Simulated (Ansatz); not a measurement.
Isolated molecules relaxed with PBE0-D4/def2-TZVP in Ansatz; ΔE leaves out vibrations. CBS: MP2 limit from def2 TZ/QZ plus the TZ coupled-cluster correction, frozen cores. DFT in def2-TZVPP. For Br outer-core shells are correlated without core-valence functions, which leaves a few kJ/mol of doubt a bond. Scalar relativity is left out up to krypton. One conformer a species, not always the lowest.

Reaction (ligand exchange at a B–O bond): `OB(O)O[Si](Cl)(Cl)Cl` + HBr → `OB(O)Br` + `O[Si](Cl)(Cl)Cl`

`OB(O)O[Si](Cl)(Cl)Cl`:

Z-matrix (Å, degrees):
```
Si
Cl 1 2.024
O 1 1.614 2 106.9
Cl 1 2.024 2 109.2 3 120.2
Cl 1 2.024 2 109.2 3 -120.2
B 3 1.378 1 135.2 2 -180.0
O 6 1.360 3 120.0 1 179.9
O 6 1.356 3 119.1 1 -0.1
H 7 0.960 6 112.9 3 -0.0
H 8 0.960 6 112.9 3 180.0
```

HBr:

Cartesian coordinates in Å:
```
Br 0.156 -0.693 -0.014
H -0.156 0.693 0.014
```

`OB(O)Br`:

```xyz
6

O     0.840   -0.693   -0.358
B    -0.220    0.051    0.038
O    -0.060    1.284    0.556
Br   -2.025   -0.631   -0.125
H     0.599   -1.552   -0.710
H     0.867    1.541    0.600
```

`O[Si](Cl)(Cl)Cl`:

```xyz
6

O     0.206    0.029    1.334
Si    0.068    0.110   -0.275
Cl    0.556   -1.657   -1.147
Cl   -1.831    0.572   -0.829
Cl    1.334    1.554   -0.890
H    -0.333   -0.608    1.807
```

CCSD(T)/CBS gives +11.7 kcal/mol.

Another level gave +13.1 kcal/mol. Which?
A. HF/def2-TZVPP
B. CCSD/def2-TZVPP
C. PBE0/def2-TZVPP
D. B2PLYP/def2-TZVPP

B. CCSD/def2-TZVPP 13.1, B2PLYP 11.8, PBE0 10.0, HF/def2-TZVPP 15.0 kcal/mol.

Largest T1 diagnostic among the species: 0.011.

In def2-TZVPP, CCSD(T) changes the Hartree–Fock value by −2.4 kcal/mol (the triples alone add −0.5 kcal/mol) and MP2 by −4.0 kcal/mol. The D4 term adds +1.6 kcal/mol with B3LYP and +1.1 kcal/mol with PBE0; it sums over pairs of atoms, weighted by their polarisabilities, and B3LYP, whose exchange is more repulsive, gets the larger term. From PBE to PBE0 (25 % exact exchange), in def2-TZVPP and without D4, ΔE moves by +1.2 kcal/mol.

B3LYP here is the variant with VWN-RPA as its local correlation; programs differ in this.
